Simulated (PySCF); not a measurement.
CH9N3Si, SMILES NC[SiH](N)N.

The structure is a stationary point at r2SCAN-D4/def2-SVP. The structure was generated by enumeration, and PubChem lists no compound with its InChIKey, so it may never have been made. Other conformers were not sampled.

Computed with HF/def2-TZVP (PySCF).

The molecule is in vacuum.

| Item | Result |
|---|---|
| total energy | -495.54080 hartree |
| highest occupied level | -9.60 eV |
| lowest empty level | 3.27 eV |
| orbital gap | 12.88 eV |
| dipole moment | 0.347 e·Å |
| quadrupole, principal values (traceless, Buckingham form, about the centre of nuclear charge) | -12.70, 1.26, 11.44 D·Å |
| mean static polarisability | 56.3 bohr³ (8.35 Å³) |
| polarisability, principal values | 54.9, 55.7, 58.4 bohr³ |
